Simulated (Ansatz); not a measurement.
```yaml
crystal:
  periodic: [false, false, false]
  atoms:
    - {symbol: Ge, position_ang: [1.721668, -0.487200, 0.803918]}
    - {symbol: Ge, position_ang: [0.127946, -1.695117, -0.670270]}
    - {symbol: Ge, position_ang: [-1.410717, 0.591227, -0.393466]}
    - {symbol: Ge, position_ang: [-2.376884, -1.662418, -0.125428]}
    - {symbol: Ge, position_ang: [0.546033, 1.524782, 0.494054]}
    - {symbol: H, position_ang: [-0.949277, -2.002704, 0.775116]}
    - {symbol: H, position_ang: [1.100402, 2.880825, 0.024166]}
    - {symbol: H, position_ang: [3.252200, -0.523001, 0.663196]}
    - {symbol: H, position_ang: [-2.011370, 1.373607, -1.571265]}
basis:
  gaussian: {orbitals: def2-TZVP, initial_orbitals: start.molden}
total_charge: 1
magnetization: {spin_polarized: true, initial_magnetization: 1}
hamiltonian: {xc: {name: CAM-B3LYP}, dispersion: d4}
scf: {omitted_lower_state_checks: [starts]}
output: {orbitals: {seedname: orbitals}}
```

The file start.molden holds the orbitals of an earlier run on this structure, at another level or in another basis.

```sh
$ ansatz run in.yaml --threads 4 --pin off --events-out ev --progress --plain --max-ram 4787MiB
```

Problem. Does this run fit into the memory that it is given?

Solution. No. It has 264 basis functions, and Ansatz plans for 6 GiB where 5 GiB are given.
